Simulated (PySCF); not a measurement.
**Electronic absorption of GeBr2Me2**

GeBr2Me2, C2H6Br2Ge.
SMILES: `[CH3][Ge]([CH3])([Br])[Br]`

Computed with PySCF 2.14.0, density-fitted response routines, TDDFT PBE0/def2-SVPD, vertical, gas phase, core orbitals frozen in the response. Geometry: PBE0-D3(BJ)/def2-SVP; no solvent, vibrations or thermal averaging. The PBE0/def2-SVPD calculation is non-relativistic and has no spin–orbit coupling, an omission that weighs most on bromine and germanium.

```json
{"state": "S1", "E (eV)": "6.00", "ν̃ (cm⁻¹)": "48430", "f": "0.032", "main configurations (H = HOMO, L = LUMO)": "H→L (95%)"}
{"state": "S2", "E (eV)": "6.05", "ν̃ (cm⁻¹)": "48800", "f": "0.054", "main configurations (H = HOMO, L = LUMO)": "H-1→L (93%)"}
{"state": "S3", "E (eV)": "6.17", "ν̃ (cm⁻¹)": "49770", "f": "0.0000", "main configurations (H = HOMO, L = LUMO)": "H-2→L (97%)"}
{"state": "S4", "E (eV)": "6.39", "ν̃ (cm⁻¹)": "51520", "f": "0.029", "main configurations (H = HOMO, L = LUMO)": "H-3→L (95%)"}
{"state": "S5", "E (eV)": "7.13", "ν̃ (cm⁻¹)": "57540", "f": "0.0001", "main configurations (H = HOMO, L = LUMO)": "H→L+2 (92%)"}
{"state": "S6", "E (eV)": "7.17", "ν̃ (cm⁻¹)": "57810", "f": "0.0031", "main configurations (H = HOMO, L = LUMO)": "H-1→L+2 (90%)"}
{"state": "S7", "E (eV)": "7.32", "ν̃ (cm⁻¹)": "59050", "f": "0.109", "main configurations (H = HOMO, L = LUMO)": "H→L+1 (69%), H-2→L+2 (27%)"}
{"state": "S8", "E (eV)": "7.38", "ν̃ (cm⁻¹)": "59510", "f": "0.015", "main configurations (H = HOMO, L = LUMO)": "H-1→L+1 (92%)"}
{"state": "S9", "E (eV)": "7.45", "ν̃ (cm⁻¹)": "60110", "f": "0.011", "main configurations (H = HOMO, L = LUMO)": "H-2→L+2 (67%), H→L+1 (26%)"}
{"state": "S10", "E (eV)": "7.62", "ν̃ (cm⁻¹)": "61490", "f": "0.0000", "main configurations (H = HOMO, L = LUMO)": "H-2→L+1 (92%)"}
{"state": "S11", "E (eV)": "7.66", "ν̃ (cm⁻¹)": "61780", "f": "0.033", "main configurations (H = HOMO, L = LUMO)": "H-3→L+2 (81%), H-6→L (11%)"}
{"state": "S12", "E (eV)": "7.78", "ν̃ (cm⁻¹)": "62790", "f": "0.063", "main configurations (H = HOMO, L = LUMO)": "H-3→L+1 (94%)"}
{"state": "S13", "E (eV)": "7.95", "ν̃ (cm⁻¹)": "64150", "f": "0.027", "main configurations (H = HOMO, L = LUMO)": "H-5→L (94%)"}
{"state": "S14", "E (eV)": "8.10", "ν̃ (cm⁻¹)": "65320", "f": "0.083", "main configurations (H = HOMO, L = LUMO)": "H-4→L (71%), H→L+3 (16%)"}
```

Triplets (Tamm–Dancoff): T1 5.50 eV, H-1→L (93%); T2 5.56 eV, H→L (92%); T3 5.76 eV, H-2→L (91%).

The lowest singlet comes at 206 nm (579 kJ/mol) in the ultraviolet; it is of moderate strength; its leading configuration is HOMO→LUMO (95%). The strongest level in the table is S7 at 7.32 eV (169 nm, f = 0.109). Löwdin shares by element: HOMO (one of a set within 0.03 eV) bromine 72%, germanium 8%, carbon 8% or more; LUMO bromine 56%, germanium 25%, carbon 7% or more. Orbital energies (eV): HOMO-3 -8.57, HOMO-2 -8.42, HOMO-1 -8.17, HOMO -8.17, LUMO -0.84, LUMO+1 0.18, LUMO+2 0.26. Weighted by f, the mean energy of these states is 7.29 eV. The listed states span 2.09 eV, and the widest gap between neighbours is 0.75 eV (S4 to S5). Only the lowest 15 singlets were computed, as vertical energies without vibronic structure. The highest level found (8.11 eV, f 0.140 so far) is left out, since the window may have cut off a degenerate partner.
